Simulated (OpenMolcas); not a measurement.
**Cr4+: ligand-field states by method**

Cr4+ with 6 ligands (oxide) in octahedral coordination (Oh) at 1.93 Å. A charge of +1.33 e stands 3.2 Å behind each ligand. Ligand basis ANO-RCC-VDZP.
```
Cr    0.0000    0.0000    0.0000
O     1.9300    0.0000    0.0000
O     0.0000    1.9300    0.0000
O    -1.9300    0.0000    0.0000
O     0.0000   -1.9300    0.0000
O     0.0000    0.0000    1.9300
O     0.0000    0.0000   -1.9300
```

```json
{"Program": "OpenMolcas 26.06", "Basis": "ANO-RCC-VTZP [6s5p3d2f1g]", "Scalar Hamiltonian": "DKH2, point nucleus", "Active space": "2 electrons in 5 orbitals (3d)", "State averaging": "2S+1 = 3 even, 10 roots; 2S+1 = 1 even, 15 roots", "Spin-orbit coupling": "state interaction with AMFI integrals over the reference wave functions"}
```

I. CASSCF
II. SS-CASPT2, IPEA 0.25 Eh, imaginary shift 0.1 Eh (closed shells correlated: 3s 3p and the ligand valence shells)

Spin-free states (labels of O, the rotations of Oh) in cm-1, each column counted from its own energy of the first state listed:

```json
{"State": "3T1", "Degeneracy": "3", "I": "0", "II": "0"}
{"State": "1T2", "Degeneracy": "3", "I": "15113", "II": "9960"}
{"State": "1E", "Degeneracy": "2", "I": "15607", "II": "10340"}
{"State": "3T2", "Degeneracy": "3", "I": "16214", "II": "20120"}
{"State": "3T1", "Degeneracy": "3", "I": "29164", "II": "29150"}
{"State": "1T2", "Degeneracy": "3", "I": "31396", "II": "29830"}
{"State": "1A1", "Degeneracy": "1", "I": "31499", "II": "22800"}
{"State": "1T1", "Degeneracy": "3", "I": "34635", "II": "32870"}
{"State": "3A2", "Degeneracy": "1", "I": "35274", "II": "42770"}
{"State": "1E", "Degeneracy": "2", "I": "49028", "II": "49580"}
{"State": "1A1", "Degeneracy": "1", "I": "67489", "II": "59960"}
```

From I to II, I's first state of the same spin (3T2) moves from 16214 to 20120 cm-1, by about +3900 cm-1.

From I to II, I's first state of another spin (1T2) moves from 15113 to 9960 cm-1, by about -5200 cm-1.

χT at 300 K: I 0.73, II 0.73 cm3 K/mol.

Roots that are degenerate in the reference are averaged as groups; the widest CASPT2 spread within a group is 94 cm-1 (the 3-fold group of multiplicity 3 near 0 cm-1 above the lowest state of its run, II). Shifts and gaps below about the spread of the groups concerned are not significant. Over all roots computed the reference weight is 0.57 to 0.59 in II; a low but even weight reflects the number of correlated electrons. An orbital triplet at a regular site is open to Jahn-Teller coupling, which can distort the site and quench the lowest spin-orbit gaps and is left out. The least metal-like active orbital is 78 % on the metal (Löwdin) and no ligand orbital is active, so the numbers are rough. The oxide ions are held by bare point charges, a crude embedding. Ligand-to-metal charge-transfer states are missing. With no ligand orbital active B as a rule stays too high, so bands that hang on it stand too high and its fall with covalency is understated. Without dynamic correlation the repulsion within the d shell is too large (B by tens of per cent), so at a given field states of lower spin stand too high (holds for I). With metal d orbitals alone and no dynamic correlation the field as a rule comes out too small, by tens of per cent, by up to half for chloride and softer ligands (holds for I). With one d shell and no ligand orbital active, 10Dq can be off by a tenth or more (holds for II). No measured value stands beside these numbers; the geometry was imposed, not optimised, and the real ion may take another.
